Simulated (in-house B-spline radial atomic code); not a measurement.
Configurations of Pd V (Pd4+), with energies counted from [Kr] 4d6. Level of theory: Dirac-Hartree-Fock, average of configuration, Fermi nucleus of rms radius 4.5318 fm; calculated with an all-electron radial atomic-structure program (B-spline basis). Energies include first-order Breit, QED and recoil terms.

Occupations are held fixed; configurations that lie above the ionisation limit could autoionise.

```json
{"configuration": "[Kr] 4d5 4f1", "E - E(ref) (eV)": "40.444", "highest orbital": "4f5/2", "its <r> (bohr)": "2.832"}
{"configuration": "[Kr] 4d5 6p1", "E - E(ref) (eV)": "42.9", "highest orbital": "6p3/2", "its <r> (bohr)": "4.749"}
{"configuration": "[Kr] 4d5 5f1", "E - E(ref) (eV)": "48.777", "highest orbital": "5f5/2", "its <r> (bohr)": "5.265"}
{"configuration": "[Kr] 4d5 8p1", "E - E(ref) (eV)": "54.689", "highest orbital": "8p3/2", "its <r> (bohr)": "10.84"}
{"configuration": "[Kr] 4d5 8g1", "E - E(ref) (eV)": "58.682", "highest orbital": "8g7/2", "its <r> (bohr)": "17.12"}
{"configuration": "[Ar] 3d10 4s2 4p5 4d6 5g1", "E - E(ref) (eV)": "106.83", "highest orbital": "5g7/2", "its <r> (bohr)": "5.469"}
{"configuration": "[Ar] 3d10 4s2 4p5 4d6 6f1", "E - E(ref) (eV)": "109.89", "highest orbital": "6f5/2", "its <r> (bohr)": "8.278"}
{"configuration": "[Ar] 3d10 4s2 4p5 4d6 8g1", "E - E(ref) (eV)": "115.13", "highest orbital": "8g7/2", "its <r> (bohr)": "17.12"}
```

Problem. Order these further configurations by energy, lowest first.
A. [Kr] 4d5 6g1
B. [Kr] 4d5 7s1
C. [Ar] 3d10 4s2 4p5 4d6 7f1
D. [Kr] 4d5 7p1
E. [Ar] 3d10 4s2 4p5 4d6 6s1

Solution. B (48.903 eV), D (50.575 eV), A (54.539 eV), E (95.938 eV), C (112.79 eV).

Problem. How far above the reference does [Kr] 4d5 7f1 lie?

Solution. 56.388 eV; its least bound orbital is 7f5/2 with <r> = 12.04 bohr.

Problem. How far above the reference does [Ar] 3d10 4s2 4p5 4d6 6g1 lie?

Solution. 110.99 eV; its least bound orbital is 6g7/2 with <r> = 8.748 bohr.

Problem. How far above the reference does [Kr] 4d5 6s1 lie?

Solution. 39.56 eV; its least bound orbital is 6s1/2 with <r> = 4.243 bohr.
